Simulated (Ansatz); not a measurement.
`NB1O[SiH]1F` + H₂ → `NB1O[SiH2]1` + H–F at 500 K and 1 bar (hydrogenolysis of the Si–F bond).

Gas-phase electronic energies from Ansatz, PBE0-D4/def2-TZVP geometries. CBS: MP2 limit from def2 TZ/QZ plus the TZ coupled-cluster correction, frozen cores. This one scheme is used for every species. Each species was taken in one conformer, which may not be the lowest.

```csv
species,CCSD(T)/CBS energy (Eh),H − E (kJ/mol),S (J/(mol·K))
`NB1O[SiH]1F`,-545.48789,162.8,369.1
H₂,-1.17544,41.0,145.5
`NB1O[SiH2]1`,-446.22148,171.7,344.1
H–F,-100.39570,39.4,188.7
```

H − E and S are ideal-gas, rigid-rotor, harmonic terms from PBE0-D4/def2-TZVP, for one conformer and one mirror image of each species. The MP2-based limit puts H₂ 0.8 mEh under its directly extrapolated value; such offsets cancel only in part. 1 Eh = 2625.50 kJ/mol, R = 8.31446 J/(mol·K).

By hand: ΔE, ΔH, ΔS and ΔG.

ΔE = (-446.22148) + (-100.39570) − (-545.48789) − (-1.17544) = 0.04615 Eh = 121.2 kJ/mol. Δ(H − E) = 171.7 + 39.4 − 162.8 − 41.0 = 7.3, so ΔH = 128.5 kJ/mol. ΔS = 344.1 + 188.7 − 369.1 − 145.5 = 18.2 J/(mol·K). ΔG = 128.5 − 500 × (18.2)/1000 = 119.4 kJ/mol.

By hand: the equilibrium constant, and the temperature at which ΔG would vanish if ΔH and ΔS stayed fixed.

log₁₀ K = −ΔG/(RT ln 10) = -12.5. ΔG = 0 at ΔH/ΔS = 7060 K, far beyond where these terms or the molecules hold.

ΔH outweighs TΔS. A doubt of 5 kJ/mol in ΔE shifts log₁₀ K by 0.5 here. Other conformers and mirror images would add mixing entropy, several J/(mol·K) or more a flexible species. These are equilibria of isolated gas molecules and say nothing of rates. Largest T1 diagnostic: 0.014 (customary marks: 0.02 for closed shells, 0.045 for open ones).
